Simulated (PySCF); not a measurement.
H4O4P (SMILES OP(O)(O)=[OH+]), charge +1, singlet, geometry from GFN2-xTB; DF-HF/def2-SV(P) (PySCF).

Input for PySCF:
```python
from pyscf import gto, scf

mol = gto.M(
    atom='''
O    -0.961929   -0.869783   -0.838564
P     0.000000   -0.000000   -0.000000
O     0.789623   -0.781379    1.072829
O     1.033540    0.604991   -0.975091
O    -0.861234    1.046171    0.740826
H    -0.611435   -1.450148   -1.519208
H     0.348599   -1.068544    1.876557
H     1.830225    1.017778   -0.631806
H    -1.567388    1.500914    0.274457
''',
    basis='def2-sv(p)',
    charge=1,
    spin=0,
    verbose=4,
)

mf = scf.RHF(mol)
mf = mf.density_fit(auxbasis='def2-universal-jkfit')
mf.kernel()
```

It wrote (shortened):

```
PySCF version 2.14.0

[INPUT] verbose = 4
[INPUT] num. atoms = 9
[INPUT] num. electrons = 50
[INPUT] charge = 1
[INPUT] spin (= nelec alpha-beta = 2S) = 0
[INPUT] symmetry False subgroup None
[INPUT] Mole.unit = angstrom
[INPUT] Symbol           X                Y                Z      unit          X                Y                Z       unit  Magmom
[INPUT]  1 O     -0.961929000000  -0.869783000000  -0.838564000000 AA   -1.817782361277  -1.643651657803  -1.584656297920 Bohr   0.0
[INPUT]  2 P      0.000000000000   0.000000000000   0.000000000000 AA    0.000000000000   0.000000000000   0.000000000000 Bohr   0.0
[INPUT]  3 O      0.789623000000  -0.781379000000   1.072829000000 AA    1.492171211657  -1.476592309487   2.027352988491 Bohr   0.0
[INPUT]  4 O      1.033540000000   0.604991000000  -0.975091000000 AA    1.953107538783   1.143267297827  -1.842654936528 Bohr   0.0
[INPUT]  5 O     -0.861234000000   1.046171000000   0.740826000000 AA   -1.627496389164   1.976976669462   1.399958245957 Bohr   0.0
[INPUT]  6 H     -0.611435000000  -1.450148000000  -1.519208000000 AA   -1.155444692973  -2.740382560086  -2.870887046248 Bohr   0.0
[INPUT]  7 H      0.348599000000  -1.068544000000   1.876557000000 AA    0.658756637297  -2.019255512047   3.546178787135 Bohr   0.0
[INPUT]  8 H      1.830225000000   1.017778000000  -0.631806000000 AA    3.458623996332   1.923321675608  -1.193940303857 Bohr   0.0
[INPUT]  9 H     -1.567388000000   1.500914000000   0.274457000000 AA   -2.961934050930   2.836316396525   0.518648562970 Bohr   0.0

nuclear repulsion = 295.048251991195
number of shells = 40
number of NR pGTOs = 148
number of NR cGTOs = 82
basis = def2-sv(p)
ecp = {}

******** <class 'pyscf.df.df_jk.DFRHF'> ********
method = DFRHF
initial guess = minao
damping factor = 0
level_shift factor = 0
DIIS = <class 'pyscf.scf.diis.CDIIS'>
diis_start_cycle = 1
diis_space = 8
diis_damp = 0
SCF conv_tol = 1e-09
SCF conv_tol_grad = None
SCF max_cycles = 50
direct_scf = False
Set gradient conv threshold to 3.16228e-05
Initial guess from minao.
******** <class 'pyscf.df.df.DF'> ********
auxbasis = def2-universal-jkfit
init E= -643.620261291413
  HOMO = -0.490996592196061  LUMO = 0.0496617659463654  gap/eV = 14.71206
cycle= 1 E= -641.860457581163  delta_E= 1.76  |g|= 0.777  |ddm|= 3.05
  HOMO = -0.748701697815178  LUMO = -0.0566749074190502  gap/eV = 18.83101
cycle= 2 E= -641.965667365451  delta_E= -0.105  |g|= 0.335  |ddm|= 0.888
  HOMO = -0.775144254972629  LUMO = -0.0486667190053827  gap/eV = 19.76846
cycle= 3 E= -641.987077567086  delta_E= -0.0214  |g|= 0.0639  |ddm|= 0.284
  HOMO = -0.764694318310593  LUMO = -0.0427479435190654  gap/eV = 19.64516
cycle= 4 E= -641.98797965755  delta_E= -0.000902  |g|= 0.0106  |ddm|= 0.0645
  HOMO = -0.767487924388079  LUMO = -0.0433526442826109  gap/eV = 19.70472
cycle= 5 E= -641.988014765299  delta_E= -3.51e-05  |g|= 0.00225  |ddm|= 0.0163
  HOMO = -0.767137300781744  LUMO = -0.0432205809125095  gap/eV = 19.69878
cycle= 6 E= -641.988016653803  delta_E= -1.89e-06  |g|= 0.000579  |ddm|= 0.0027
  HOMO = -0.767256193628593  LUMO = -0.0432475896213997  gap/eV = 19.70128
cycle= 7 E= -641.98801682921  delta_E= -1.75e-07  |g|= 9.92e-05  |ddm|= 0.00121
  HOMO = -0.767259106146761  LUMO = -0.043245656963252  gap/eV = 19.70141
cycle= 8 E= -641.988016834821  delta_E= -5.61e-09  |g|= 1.47e-05  |ddm|= 0.000189
  HOMO = -0.767260164997561  LUMO = -0.0432459306051851  gap/eV = 19.70143
cycle= 9 E= -641.98801683494  delta_E= -1.19e-10  |g|= 2.44e-06  |ddm|= 3.22e-05
  HOMO = -0.767260051489172  LUMO = -0.0432458331932697  gap/eV = 19.70143
Extra cycle  E= -641.988016834941  delta_E= -1.48e-12  |g|= 1.01e-06  |ddm|= 4.06e-06
converged SCF energy = -641.988016834941
```
